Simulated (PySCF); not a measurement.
**Dipole polarisabilities along the 5p block, charge +1**

Calculated with PySCF 2.14 for the ground configurations, without spin-orbit coupling: coupled response for Hartree-Fock and DFT. Mean α in bohr³, C₆ of like pairs in atomic units.

```csv
species,α UHF,α PBE,α PBE0,C₆ UHF,C₆ PBE,C₆ PBE0
"In⁺ [Kr] 4d10 5s2 (aug-cc-pwCVTZ-DK3 with one added diffuse shell each of s, p, d, f type, spin-free X2C)",29.61,23.75,25.01,211.3,163.5,173.2
"Sn⁺ [Kr] 4d10 5s2 5p1 (aug-cc-pwCVTZ-DK3 with one added diffuse shell each of s, p, d, f type, spin-free X2C)",29.03,27.32,27.38,231.5,211.7,213.4
"Sb⁺ [Kr] 4d10 5s2 5p2 (aug-cc-pwCVTZ-DK3 with one added diffuse shell each of s, p, d, f type, spin-free X2C)",25.77,25.44,25.18,216.2,210.6,208.7
"Te⁺ [Kr] 4d10 5s2 5p3 (aug-cc-pwCVTZ-DK3 with one added diffuse shell each of s, p, d, f type, spin-free X2C)",22.38,22.57,22.23,191.8,192.5,189.4
"I⁺ [Kr] 4d10 5s2 5p4 (aug-cc-pwCVTZ-DK3 with one added diffuse shell each of s, p, d, f type, spin-free X2C)",20.10,20.62,20.25,174.9,179.3,175.7
"Xe⁺ [Kr] 4d10 5s2 5p5 (aug-cc-pwCVTZ-DK3 with one added diffuse shell each of s, p, d, f type, spin-free X2C)",17.83,18.41,n/a,155.7,161.1,n/a
```

The values depend on the diffuse functions of the basis.
